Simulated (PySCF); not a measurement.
Compound: C5H5NO2Se.
SMILES with atom numbers: `[CH3:1][C:2](=[O:3])[O:4][c:5]1[cH:6][se:7][cH:8][n:9]1` (hydrogens: H10, H11, H12 on C1; H13 on C6; H14 on C8)

Theory: PBE0-D3(BJ)/def2-SVP geometry optimisation, gas phase in PySCF 2.14.0.

Some entries are withheld. Bonds in one row agree within 0.01 Å.

```
            coordinate    value
                 C1–C2        ?
                 C2=O3  1.199 Å
                 C2–O4        ?
                 O4–C5  1.365 Å
                 C5–C6  1.370 Å
                C6–Se7        ?
                Se7–C8  1.867 Å
                 C8–N9        ?
                 C5–N9  1.360 Å
C1–H10, C1–H11, C1–H12  1.098 Å
                C6–H13  1.085 Å
                C8–H14  1.093 Å
              C1–C2–O3   125.9°
              C1–C2–O4   109.8°
              O3–C2–O4   124.3°
              C2–O4–C5   123.4°
              O4–C5–C6        ?
              O4–C5–N9   113.3°
              C6–C5–N9   118.5°
             C5–C6–Se7   109.0°
             C6–Se7–C8        ?
             Se7–C8–N9   114.9°
              C5–N9–C8        ?
```

Problem. Estimate the withheld lengths and angles.

Solution. 
- C1–C2 = 1.498 Å, drawn single (methyl carbon next to a carbonyl to ester carbonyl carbon); 0.01 Å above the sum of covalent radii, 1.49 Å.
- C2–O4 = 1.353 Å, drawn single (ends: ester carbonyl carbon; ester single-bonded oxygen); 0.04 Å below the sum of covalent radii, 1.39 Å.
- C6–Se7 = 1.851 Å, aromatic (ends: aromatic CH carbon; selenium bonded to 2 C); 0.08 Å below the sum of covalent radii, 1.93 Å.
- C8–N9 = 1.290 Å, aromatic (aromatic CH next to a ring nitrogen to pyridine-type nitrogen); 0.15 Å below the sum of covalent radii, 1.44 Å.
- O4–C5–C6 = 128.2°, at the aromatic carbon bearing oxygen; the outer atoms are 2.461 Å apart.
- C6–Se7–C8 = 84.9°, at the selenium bonded to 2 C, inside a 5-membered ring; the outer atoms are 2.511 Å apart.
- C5–N9–C8 = 112.6°, at the pyridine-type nitrogen, inside a 5-membered ring; the outer atoms are 2.206 Å apart.

Radii are Cordero's, carbon taken as 0.76, 0.73 or 0.69 Å for four, three, and two or fewer neighbours.

Not checked by PBE0-D3(BJ)/def2-SVP frequencies. The numbers are those of one conformer (C1–C2–O4–C5 180°, C2–O4–C5–C6 0°).
